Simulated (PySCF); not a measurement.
Identify the compound

An unknown has the formula C$_{7}$H$_{16}$Si. Its calculated NMR data are:

1H NMR (400 MHz, computed): δ 6.48 (m, 1H), 6.07 (m, 1H), 4.12 (d, 2H), 2.05 (d, 3H), 1.00 (s, 9H).

13C{1H} NMR (computed): δ 157.5 (CH), 129.7 (CH), 29.2 (CH3, 3C), 27.2 (CH3), 21.2 (C).

Method: shieldings: GIAO PBE0/pcSseg-1, structure optimised with GFN2-xTB, in PySCF 2.14.0 with density-fitted response routines (a single conformation, fast rotation and ring inversion assumed for equivalent nuclei, in vacuum, relativity neglected).

Referencing at the same level of theory: TMS for 1H, 13C.

**Question.** What is the structure?

**Answer.** 
- The formula gives 1 degree of unsaturation (no ring in the answer).
- 5 carbon signals for 7 carbons: some carbons are equivalent by symmetry or fast rotation.
- Carbon types of the structure: 1 × C, 2 × CH, 4 × CH3, leaving 2 H on heteroatoms.
- δC 157.5, 129.7: alkene CH; an sp2 carbon of a C=C bond.
- δC 29.2: methyl carbon; saturated and bonded to C and H only.
- δC 27.2: allylic methyl carbon; a saturated carbon with 1 carbon neighbour and no heteroatom attached.
- δC 21.2: fully substituted sp3 carbon bonded to Si.
- δH 6.48, 6.07: hydrogen on an alkene CH; a vinylic proton, deshielded by the sp2 carbon and the C=C anisotropy.
- δH 4.12: hydrogen on a silicon bonded to 2 C.
- δH 2.05: hydrogen on an allylic methyl carbon; allylic position.

These data were computed for `InChI=1S/C7H16Si/c1-5-6-8-7(2,3)4/h5-6H,8H2,1-4H3/b6-5+`.

The shifts were computed for this structure.

Shifts are as computed. Against solution values, carbons near 30 ppm lie about +3 ppm off and those near 130 ppm about +5 ppm. Of 1211 compounds with measured shifts, 218 miss one by over three times the rms of a fit or turn the order of signals round; such compounds aren't used in these exercises. Multiplicities follow the n + 1 count of equivalent neighbours, as no J values were calculated; m marks all less simple cases, F and P coupling included.
